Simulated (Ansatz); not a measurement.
Cartesian coordinates in Å:
```
F 0.8348 2.2313 -0.7694
C 0.3619 1.0666 -0.2951
C -0.9278 0.5723 -0.5330
C -1.0171 -0.6604 0.1651
C 0.2167 -0.9047 0.7953
C 1.0926 0.1723 0.4990
Li 0.4818 -0.8148 -1.2591
H -1.7068 1.0669 -1.0942
H -1.8950 -1.2882 0.2194
H 0.4554 -1.7536 1.4199
H 2.1035 0.3124 0.8521
```

Charge 0, multiplicity 1.

List the PBE0/def2-TZVPP orbital energies in eV (Ansatz 0.2.0). (Estimate.)

Ansatz gave: Occupied: -673.80, -279.72, -277.74, -277.72, -277.69, -277.69, -54.64, -33.70, -24.19, -19.48, -19.25, -15.56, -15.20, -14.52, -12.82, -12.29, -11.86, -10.73, -10.36, -10.13, -9.46, -6.32, -5.96. Lowest empty: -0.81, 1.27, 1.51, 1.61, 1.66, 2.14, 3.14, 3.37.
